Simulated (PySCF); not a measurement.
H₄P, SMILES [PH4+], charge +1.

The structure is a stationary point at B3LYP-D3(BJ)/def2-TZVPD. The isomer is the one that the SMILES or the coordinates give; other isomers of the formula were not compared.

The numbers are results of CAM-B3LYP/def2-TZVPD in PySCF, not measurements.

```json
{
  "total_energy": "-343.46310 hartree",
  "point_group": "Td",
  "highest_occupied_level": "-20.65 eV",
  "lowest_empty_level": "-4.97 eV",
  "orbital_gap": "15.68 eV",
  "dipole_moment_about_the_centre_of_nuclear_charge": "0.00 D",
  "mean_static_polarisability": "20.8 bohr³ (3.08 Å³)",
  "polarisability_principal_values": "20.8, 20.8, 20.8 bohr³"
}
```
